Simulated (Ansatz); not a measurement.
Consider the ligand exchange at the Si–C bond: `[SiH3]C[SeH]` + `[OH][Al]([F])[F]` → `[F][Al]([F])[O][SiH3]` + `C[SeH]`.

Gas-phase electronic energies from Ansatz, PBE0-D4/def2-TZVP geometries. CCSD(T)/CBS is the MP2 limit (def2-TZVPP, def2-QZVPP) plus CCSD(T) − MP2 in def2-TZVPP, frozen cores. Functionals use def2-TZVPP. B3LYP here is the variant with VWN-RPA as its local correlation; programs differ in this. HSE06 is defined as in plane-wave codes. For Se outer-core shells are correlated without core-valence functions, which leaves a few kJ/mol of doubt a bond. Scalar relativity is left out up to krypton. One conformer a species, not always the lowest.

```tsv
level	ΔE (kJ/mol)	difference from CCSD(T)/CBS
LDA (SPW92)	-90.9	16.7
PBE-D4	-93.2	14.4
revPBE-D4	-91.2	16.4
r2SCAN-D4	-108.0	-0.4
B97M-V	-112.6	-5.0
PBE0-D4	-100.7	6.9
B3LYP-D4	-112.2	-4.6
r2SCAN0-D4	-111.0	-3.4
HSE06-D4	-100.6	7.0
BHLYP-D4	-121.9	-14.3
CAM-B3LYP-D4	-117.0	-9.4
ωB97M-V	-107.6	0.0
B2PLYP	-115.3	-7.7
PBE-QIDH	-108.1	-0.5
PBE	-96.0	11.6
revPBE	-98.2	9.4
BLYP	-112.6	-5.0
r2SCAN	-108.5	-0.9
PBE0	-103.0	4.6
B3LYP	-116.9	-9.3
r2SCANh	-109.8	-2.2
r2SCAN0	-111.7	-4.1
BHLYP	-125.7	-18.1
CAM-B3LYP	-119.3	-11.7
LC-ωPBE	-107.3	0.3
RPA@PBE/def2-TZVPP	-109.7	-2.1
MP2/def2-SVP	-111.0	-3.4
CCSD/def2-SVP	-114.5	-6.9
CCSD(T)/def2-SVP	-111.2	-3.6
HF/def2-TZVPP	-139.9	-32.3
MP2/def2-TZVPP	-108.5	-0.9
SCS-MP2/def2-TZVPP	-115.2	-7.6
CCSD/def2-TZVPP	-113.9	-6.3
CCSD(T)/def2-TZVPP	-109.3	-1.7
HF/def2-QZVPP	-142.0	-34.4
MP2/def2-QZVPP	-108.3	-0.7
SCS-MP2/def2-QZVPP	-114.9	-7.3
HF/CBS(def2)	-142.3	-34.7
MP2/CBS(def2)	-106.8	0.8
CCSD/CBS(def2)	-112.1	-4.5
CCSD(T)/CBS	-107.6	0
```

Largest T1 diagnostic among the species: 0.013.

From r2SCAN to r2SCAN0 (25 % exact exchange), in def2-TZVPP and without D4, ΔE moves by −3.2 kJ/mol. Leaving LDA and LC-ωPBE aside and taking each functional with its dispersion term where it has one, the values spread over 30.7 kJ/mol, from BHLYP-D4 to revPBE-D4. LDA lies +5.1 kJ/mol from PBE without D4.
